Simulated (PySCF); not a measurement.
PySCF input file for Sn(H)2(Br)(NH2) (BrH₄NSn), SMILES [SnH2]([Br])[NH2], IEF-PCM-B3LYP/def2-SVP. Coordinates come from a B3LYP-D3(BJ)/def2-SVP optimisation. The structure was generated by enumeration; whether it is a known compound was not checked. The def2 effective core potentials stand for the cores of Sn; spin–orbit coupling is left out. The values are those of a single conformer.

```python
import numpy as np
from pyscf import gto, scf, dft
from pyscf.solvent import pcm

mol = gto.M(
    atom='''
    Sn   -0.33548344   -0.79332381    0.00000000
    N     1.43493471   -1.78334958   -0.00000000
    Br    0.16482134    1.68491341   -0.00000000
    H    -1.18781047   -1.09715891   -1.45604481
    H    -1.18781047   -1.09715891    1.45604481
    H     1.66825155   -2.31400693    0.83535319
    H     1.66825154   -2.31400693   -0.83535319
    ''',
    basis='def2-SVP',
    ecp={'Sn': 'def2-svp'},
    charge=0,
    spin=0,
    max_memory=1600,
    verbose=3,
)
mf = dft.RKS(mol, xc='b3lyp').density_fit(auxbasis='def2-universal-jkfit')
mf.grids.level = 3
mf.conv_tol = 1e-9
mf.max_cycle = 100
mf.kernel()
res = {}
for name, eps in {'water': 78.355, 'tetrahydrofuran': 7.4257, 'n-hexane': 1.8819}.items():
    s = mf.PCM()
    s.with_solvent.method, s.with_solvent.eps, s.with_solvent.lebedev_order = 'IEF-PCM', eps, 29
    s.kernel(mf.make_rdm1())
    res[name] = (s.e_tot, eps, s.dip_moment(), s.mo_energy, s.converged)
    print(f'{name}: electrostatic solvation free energy {(s.e_tot - mf.e_tot) * 627.509474:.3f} kcal/mol')
```

Program output:

```
converged SCF energy = -2845.38190491659

WARN: PCM is an experimental feature. It is still in testing.
Features and APIs may be changed in the future.

converged SCF energy = -2845.39074136795
Dipole moment(X, Y, Z, Debye): -0.84262, -4.61246, -0.00000
water: electrostatic solvation free energy -5.545 kcal/mol

WARN: PCM is an experimental feature. It is still in testing.
Features and APIs may be changed in the future.

converged SCF energy = -2845.38900005177
Dipole moment(X, Y, Z, Debye): -0.76796, -4.40266, -0.00000
tetrahydrofuran: electrostatic solvation free energy -4.452 kcal/mol

WARN: PCM is an experimental feature. It is still in testing.
Features and APIs may be changed in the future.

converged SCF energy = -2845.38494047661
Dipole moment(X, Y, Z, Debye): -0.62447, -3.89766, -0.00000
n-hexane: electrostatic solvation free energy -1.905 kcal/mol
```

The run converged.

Cost: about 40 core-seconds (a rough figure).
